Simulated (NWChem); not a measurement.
Species: CH$_{3}$Zn cation; SMILES [CH3][Zn+]

```xyz
5

Zn     0.0000     0.0000    -0.4610
C      0.0000     0.0000     1.5084
H      0.7492     0.7492     1.7984
H      0.2742    -1.0234     1.7984
H     -1.0234     0.2742     1.7984
```
Atoms are numbered in this order, from 1.

Level: PBE0/def2-SVP (NWChem), optimised geometry, unscaled harmonic frequencies. 

```
frequency (cm⁻¹)  IR intensity (km/mol)
----------------  ---------------------
501                                 8.2
745                                46.7
745                                46.7
1136                               61.6
1388                                7.5
1388                                7.5
3075                               16.8
3238                               35.8
3238                               35.8
```

| Item | Result |
|---|---|
| zero-point energy | 22.1 kcal/mol |
| thermal correction to the enthalpy at 298.15 K (with zero-point energy) | 24.7 kcal/mol |
| heat capacity Cv | 9.2 cal/(mol K) |
| entropy at 298.15 K and 1 atm (symmetry number 3) | 58.7 cal/(mol K) |

Rigid rotor and harmonic oscillator.
